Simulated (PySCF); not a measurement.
## Ionisation energy of Ta³⁹⁺ by level of theory

Ta³⁹⁺ [Ar] 3d10 4s2 4p4 [4p1/2^2 4p3/2^2, M_J = 2] → Ta⁴⁰⁺ [Ar] 3d10 4s2 4p3 [4p1/2^2 4p3/2^1, M_J = 3/2], as a difference of total energies. Computed with PySCF 2.14 in an even-tempered Gaussian basis (16 s from 4.6 bohr⁻², ratio 2.8; 13 p from 5.9 bohr⁻², ratio 2.8; 8 d from 11 bohr⁻², ratio 2.8; 4 f from 28 bohr⁻², ratio 3), with the two-component X2C-1e Hamiltonian. Correlated levels: [Ne] frozen; the 72 highest virtual spinors dropped. "Screened" scales the spin-orbit matrix elements by Boettger's factors to mimic the two-electron term; Breit and QED terms are absent.

Order these methods by the ionisation energy they give, lowest first.
A. GMP2 (spin-free)
B. GHF (spin-free)
C. GHF (screened spin-orbit)
D. GMP2 (screened spin-orbit)

C (1851.3 eV), D (1852.1 eV), B (1869.7 eV), A (1871.0 eV).

Breit and QED terms and the two-electron picture change are absent.

The spin-free rows relax to the high-spin LS determinant and lack the spin-orbit shift.

The labels give the starting determinants; with spin-orbit coupling the two ends relaxed to ⟨J²⟩ = 6.00, ⟨L²⟩ = 3.27, ⟨S²⟩ = 1.45 and ⟨J²⟩ = 3.75, ⟨L²⟩ = 2.53, ⟨S²⟩ = 1.56.

For comparison: 1857 ± 4 eV (theoretical estimate listed by NIST; NIST Atomic Spectra Database, ionization energies).
